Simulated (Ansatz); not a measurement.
Mulliken charges of BCl3H4OSi (`[SiH3][OH+][B-](Cl)(Cl)Cl`) from PBE/def2-TZVPP in Ansatz (PBE0-D4/def2-TZVP geometry).

```json
{"atom": "Si1", "x (Å)": "0.248", "y (Å)": "-1.029", "z (Å)": "1.059", "charge (e)": "0.287"}
{"atom": "O2", "x (Å)": "0.616", "y (Å)": "0.048", "z (Å)": "-0.248", "charge (e)": "-0.068"}
{"atom": "B3", "x (Å)": "-0.437", "y (Å)": "1.064", "z (Å)": "-0.870", "charge (e)": "0.135"}
{"atom": "Cl4", "x (Å)": "-1.288", "y (Å)": "0.153", "z (Å)": "-2.194", "charge (e)": "-0.186"}
{"atom": "Cl5", "x (Å)": "0.533", "y (Å)": "2.467", "z (Å)": "-1.464", "charge (e)": "-0.177"}
{"atom": "Cl6", "x (Å)": "-1.509", "y (Å)": "1.426", "z (Å)": "0.565", "charge (e)": "-0.170"}
{"atom": "H7", "x (Å)": "1.344", "y (Å)": "-2.015", "z (Å)": "0.904", "charge (e)": "-0.038"}
{"atom": "H8", "x (Å)": "-1.068", "y (Å)": "-1.646", "z (Å)": "0.830", "charge (e)": "0.008"}
{"atom": "H9", "x (Å)": "0.375", "y (Å)": "-0.286", "z (Å)": "2.322", "charge (e)": "0.001"}
{"atom": "H10", "x (Å)": "1.269", "y (Å)": "-0.233", "z (Å)": "-0.901", "charge (e)": "0.209"}
```

Question: By hand: the dipole of these point charges (1 e Å = 4.8032 D).

Answer: Σ q r = (0.578, -0.848, 0.561) e Å, of length 1.170 e Å = 5.62 D.

Question: How does the dipole of the full density compare? (Best estimate.)

Answer: The calculation gave: (0.573, -0.775, 0.453) e Å, 5.12 D; the point charges give 1.10 times that, at 4° from its direction.

Point charges leave out the atoms' own dipoles, such as those of lone pairs, and Mulliken's split depends on the basis, so the close match here is no proof of good charges.
